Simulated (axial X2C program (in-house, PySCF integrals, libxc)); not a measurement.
**Density and ELF of LiV⁺**

All values were computed with an in-house relativistic program for diatomic molecules. Spin-free means the one-electron spin-free X2C Hamiltonian. Basis: V dyall-cv3z [10s10p6d4f2g], Li dyall-cv3z [7s8p2d] (cores contracted in-house); Gaussian nuclei, density fitting, unrestricted open shells. Masses: V 50.944 u, Li 7.016 u.

PBE0, scalar-relativistic, state M_S = 5/2, Λ = 2 (beyond evenly filled blocks: 2 × σα, π+α, π-α, δ+α); V at z = 0, Li at z = 2.870 Å.

The maps cover the half plane through the axis: z from -2.4 to 4.8 Å along the bond, ρ from 0.15 to 2.25 Å away from it.

log10 of the density in e/bohr³:

```
 ρ\z  -2.4  -1.8  -1.2  -0.6   0.0   0.6   1.2   1.8   2.4   3.0   3.6   4.2   4.8
0.15  -3.8  -2.9  -1.8  -0.3   1.4  -0.3  -1.5  -1.9  -1.1   0.2  -2.1  -4.3  -5.0
0.45  -3.8  -2.9  -1.9  -0.7   0.1  -0.7  -1.6  -1.9  -1.6  -1.0  -2.5  -4.4  -5.0
0.75  -3.9  -3.0  -2.2  -1.2  -0.7  -1.2  -1.8  -2.0  -2.2  -2.1  -3.2  -4.5  -5.0
1.05  -3.9  -3.2  -2.4  -1.7  -1.5  -1.7  -2.0  -2.2  -2.5  -2.9  -3.6  -4.5  -5.0
1.35  -4.1  -3.3  -2.7  -2.2  -2.0  -2.0  -2.2  -2.4  -2.7  -3.2  -3.8  -4.5  -5.1
1.65  -4.2  -3.5  -3.0  -2.5  -2.4  -2.4  -2.5  -2.7  -3.0  -3.4  -4.0  -4.6  -5.3
1.95  -4.4  -3.8  -3.2  -2.9  -2.7  -2.7  -2.8  -3.0  -3.2  -3.6  -4.2  -4.8  -5.4
2.25  -4.6  -4.0  -3.6  -3.2  -3.0  -3.0  -3.1  -3.3  -3.5  -3.9  -4.4  -5.0  -5.6
```

Electron localisation function (collinear form, no current term, damped to 0 at low density):

```
 ρ\z  -2.4  -1.8  -1.2  -0.6   0.0   0.6   1.2   1.8   2.4   3.0   3.6   4.2   4.8
0.15  0.00  0.02  0.10  0.76  0.83  0.73  0.38  0.76  0.76  1.00  0.98  0.00  0.00
0.45  0.00  0.02  0.11  0.65  0.77  0.61  0.44  0.82  0.12  1.00  0.35  0.00  0.00
0.75  0.00  0.03  0.12  0.37  0.55  0.35  0.52  0.87  0.05  0.09  0.00  0.00  0.00
1.05  0.00  0.04  0.14  0.22  0.22  0.28  0.59  0.88  0.43  0.01  0.00  0.00  0.00
1.35  0.00  0.04  0.15  0.22  0.21  0.33  0.62  0.85  0.82  0.15  0.01  0.00  0.00
1.65  0.00  0.03  0.15  0.24  0.27  0.38  0.59  0.78  0.78  0.29  0.01  0.00  0.00
1.95  0.00  0.02  0.11  0.22  0.28  0.36  0.49  0.61  0.51  0.11  0.00  0.00  0.00
2.25  0.00  0.00  0.05  0.15  0.21  0.26  0.32  0.33  0.16  0.02  0.00  0.00  0.00
```

Axial spin density in 10⁻³ e/bohr³:

```
 ρ\z  -2.4  -1.8  -1.2   -0.6    0.0    0.6   1.2   1.8  2.4   3.0  3.6  4.2  4.8
0.15   0.2   1.2  11.0  155.7  274.7  148.1  26.3  13.4  3.1  11.2  0.1  0.0  0.0
0.45   0.1   1.1   9.1   84.0  192.7   85.7  22.3  11.7  4.0   0.2  0.0  0.0  0.0
0.75   0.1   0.9   6.2   33.7   58.7   38.1  16.2   9.0  3.9   0.6  0.1  0.0  0.0
1.05   0.1   0.7   3.7   13.9   21.6   17.6  10.3   6.0  3.0   0.8  0.1  0.0  0.0
1.35   0.1   0.5   2.1    6.2    9.4    8.7   5.9   3.7  1.9   0.7  0.1  0.0  0.0
1.65   0.1   0.3   1.1    2.9    4.3    4.2   3.2   2.0  1.1   0.4  0.1  0.0  0.0
1.95   0.0   0.2   0.6    1.3    2.0    2.0   1.6   1.1  0.6   0.2  0.1  0.0  0.0
2.25   0.0   0.1   0.3    0.6    0.9    0.9   0.8   0.5  0.3   0.1  0.0  0.0  0.0
```

Occupations by symmetry block were frozen at the best pattern of an incomplete PBE0 search. Other states lie close and PBE0, whose exact exchange favours high spin, may order them wrongly; the determinant shown need not be the ground state. The nearest other spin-free determinant of the search, M_S = 5/2, Λ = 0, lies 0.03 eV up at the distance of the search. Without a current term, density functionals place determinants with orbital angular momentum somewhat too high.
